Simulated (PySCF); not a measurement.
Molecule: 4,4-dimethyl-2-pentynal (SMILES CC(C)(C)C#CC=O).

Bonds (- single, = double, # triple, : aromatic): C1-C2, C2-C3, C2-C4, C2-C5, C5#C6, C6-C7, C7=O8. C1 carries H9, H10, H11; C3 carries H12, H13, H14; C4 carries H15, H16, H17; C7 carries H18.

Frames of a GFN2-xTB Langevin trajectory at 300 K; GIAO PBE0/pcSseg-1 shieldings in PySCF, gas phase, non-relativistic; equivalent atoms averaged within each frame.

Referencing at the same level of theory: 13C (σref 186.93), 1H (σref 31.72) against TMS; 17O (σref 336.08) vs H2O. The references are static minima.

How do the shifts (ppm) fluctuate along the trajectory?

Results:


| time (fs) | C7 | C5 | C6 | C1/C3/C4 | C2 | O8 | H18 | H9/H10/H11/H12/H13/H14/H15/H16/H17 |
| --- | --- | --- | --- | --- | --- | --- | --- | --- |
| 250 | 188.4 | 111.6 | 90.9 | 34.6 | 23.6 | 795.2 | 9.91 | 1.87 |
| 425 | 189.4 | 126.2 | 84.9 | 34.9 | 20.9 | 784.8 | 9.64 | 1.51 |
| 625 | 172.5 | 123.7 | 89.1 | 32.1 | 28.2 | 674.4 | 9.04 | 1.68 |
| 800 | 176.6 | 118.8 | 86.7 | 34.2 | 29.2 | 724.9 | 10.42 | 1.57 |
| 1000 | 181.9 | 114.1 | 89.0 | 31.5 | 24.3 | 739.7 | 10.33 | 1.85 |
| mean of frames | 181.8 | 118.9 | 88.1 | 33.5 | 25.2 | 743.8 | 9.87 | 1.70 |
| standard deviation | 7.3 | 6.2 | 2.3 | 1.5 | 3.4 | 48.8 | 0.56 | 0.16 |

5 frames give an uncertainty of the mean of about the standard deviation over 2.2 at best, since frames this close in time may not be independent; classical motion lacks zero-point vibration, and the reference would need the same averaging.
